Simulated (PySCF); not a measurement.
Nuclear quadrupole coupling in `C=CC[C@@H](S)CC#N`

Compound: C6H9NS.
Geometry (GFN2-xTB, Å), atoms numbered from 1 in this order:
```
atom  x, y, z in Å
C1    -1.944   -1.367    0.074
C2    -1.503   -0.124    0.091
C3    -0.470    0.412   -0.851
C4     0.790    0.887   -0.125
S5     0.440    2.308    1.001
C6     1.406   -0.220    0.735
C7     1.806   -1.336   -0.083
N8     2.121   -2.211   -0.747
H9    -1.584   -2.087   -0.643
H10   -2.689   -1.716    0.769
H11   -1.873    0.584    0.822
H12   -0.181   -0.362   -1.566
H13   -0.893    1.253   -1.411
H14    1.527    1.244   -0.850
H15    0.084    3.153    0.037
H16    0.673   -0.566    1.470
H17    2.283    0.159    1.268
```

Field gradients from the PBE0/pcSseg-1 density (PySCF, non-relativistic), principal values in atomic units, ordered |Vxx| ≤ |Vyy| ≤ |Vzz|:

```json
{"atom": "S5", "Vxx": "0.5478", "Vyy": "2.3642", "Vzz": "-2.9120"}
{"atom": "N8", "Vxx": "0.4602", "Vyy": "0.5111", "Vzz": "-0.9713"}
```

Task: Find the asymmetry η = (Vxx − Vyy)/Vzz and the couplings χ = eQV/h (234.96 MHz × Q in barn × V in au), with Q(33S) = −0.0678 b, Q(14N) = 0.02044 b.

Result: 
```
atom       environment  nucleus     η  χzz (MHz)  χxx (MHz)  χyy (MHz)
  S5      thiol sulfur      33S  0.62      46.39      -8.73     -37.66
  N8  nitrile nitrogen      14N  0.05     -4.665      2.210      2.455
```

Task: What is Vzz at S5 in SI units (1 au = 9.71736 × 10²¹ V/m²)?

Result: -2.9120 au = -28.297 × 10²¹ V/m².

Were the hydrogens deuterons (Q(2H) = 0.00286 b), χzz would run from 167 kHz (H15) to 227 kHz (H10).

Geometry: GFN2-xTB, one conformer, isolated molecule. GFN2-xTB bond lengths can be off by several hundredths of an ångström, more for odd bonds, and the gradients follow them. With a basis this small, the couplings can be 20 % off.
